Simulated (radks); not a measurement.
Trend from Sc2+ to Zn2+: ionisation energy by Delta-SCF between NIST ground configurations, and size. Method: scalar-relativistic Kohn-Sham, PBEsol, spin-polarised, spherical densities, point nucleus; open shells are filled with parallel spins first; computed with a radial shooting solver on a logarithmic mesh with Libxc functionals.

Sc2+: configuration [Ar] 3d1; configuration of the ion [Ar]; IE (eV) 25.043; NIST (eV) 24.757; kind exp.; outermost 3d; <r> outermost (bohr) 1.56
Ti2+: configuration [Ar] 3d2; configuration of the ion [Ar] 3d1; IE (eV) 27.538; NIST (eV) 27.492; kind exp.; outermost 3d; <r> outermost (bohr) 1.42
V2+: configuration [Ar] 3d3; configuration of the ion [Ar] 3d2; IE (eV) 29.855; NIST (eV) 29.311; kind exp.; outermost 3d; <r> outermost (bohr) 1.30
Cr2+: configuration [Ar] 3d4; configuration of the ion [Ar] 3d3; IE (eV) 32.038; NIST (eV) 30.96; kind exp.; outermost 3d; <r> outermost (bohr) 1.21
Mn2+: configuration [Ar] 3d5; configuration of the ion [Ar] 3d4; IE (eV) 34.114; NIST (eV) 33.67; kind exp.; outermost 3d; <r> outermost (bohr) 1.13
Fe2+: configuration [Ar] 3d6; configuration of the ion [Ar] 3d5; IE (eV) 31.139; NIST (eV) 30.65; kind exp.; outermost 3d; <r> outermost (bohr) 1.11
Co2+: configuration [Ar] 3d7; configuration of the ion [Ar] 3d6; IE (eV) 33.585; NIST (eV) 33.5; kind semi-emp.; outermost 3d; <r> outermost (bohr) 1.04
Ni2+: configuration [Ar] 3d8; configuration of the ion [Ar] 3d7; IE (eV) 35.896; NIST (eV) 35.19; kind exp.; outermost 3d; <r> outermost (bohr) 0.980
Cu2+: configuration [Ar] 3d9; configuration of the ion [Ar] 3d8; IE (eV) 38.101; NIST (eV) 36.84; kind exp.; outermost 3d; <r> outermost (bohr) 0.926
Zn2+: configuration [Ar] 3d10; configuration of the ion [Ar] 3d9; IE (eV) 40.217; NIST (eV) 39.723; kind exp.; outermost 3d; <r> outermost (bohr) 0.879

Reference values: NIST Atomic Spectra Database (exp. = measured, semi-emp. = semi-empirical, theory = theoretical value adopted there). Open shells are spherical and high-spin; term and fine-structure splittings are not resolved.
